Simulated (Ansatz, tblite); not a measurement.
Cost and result up the ladder for Sn(vinyl)3Br (C₆H₉BrSn) (17 atoms). Charge 0, multiplicity 1. Geometry: PBE-D4/def2-SVP.

```tsv
atom	x (Å)	y (Å)	z (Å)
Sn1	0.0577	0.0498	-0.0406
C2	1.2222	1.0476	1.4751
C3	1.0530	0.8088	2.7869
H4	1.9804	1.7789	1.1390
H5	0.3054	0.0852	3.1569
H6	1.6567	1.3291	3.5525
C7	1.2276	-1.2237	-1.3285
C8	1.0655	-2.5575	-1.3633
H9	1.9818	-0.7408	-1.9772
H10	0.3217	-3.0721	-0.7296
H11	1.6717	-3.1972	-2.0302
C12	-1.2716	1.3664	-1.1124
C13	-2.6091	1.2641	-1.0286
H14	-0.8151	2.1465	-1.7494
H15	-3.0973	0.4964	-0.4029
H16	-3.2778	1.9463	-1.5842
Br17	-1.4726	-1.5279	1.2365
```

Ansatz on 2 threads of AMD EPYC 7R13 on a shared host and a share (18 GiB) of an NVIDIA H100 80GB HBM3; xTB runs through tblite on one thread. Times are rough, summed over both states, and most runs start from the orbitals of an earlier one. PBE0-D4/def2-TZVP serves as the yardstick here, not as an exact answer. The other state is a triplet.

In the def2 sets Sn takes a core potential; there is no spin–orbit coupling. The xTB rows come from tblite.

xTB has no spin-polarisation term.

| level | functions | wall time | vertical triplet (eV) | difference from PBE0-D4/def2-TZVP (eV) |
| --- | --- | --- | --- | --- |
| GFN2-xTB | 51 | 0.034 s | 3.91 | -0.16 |
| GFN1-xTB | 60 | 0.037 s | 4.16 | 0.09 |
| PBE-D4/def2-TZVP (with forces) | 338 | 28 s | 4.22 | 0.15 |
| PBE0-D4/def2-TZVP | 338 | 29 s | 4.07 | 0.00 |
| r2SCAN-D4/def2-TZVP | 338 | 33 s | 3.93 | -0.14 |
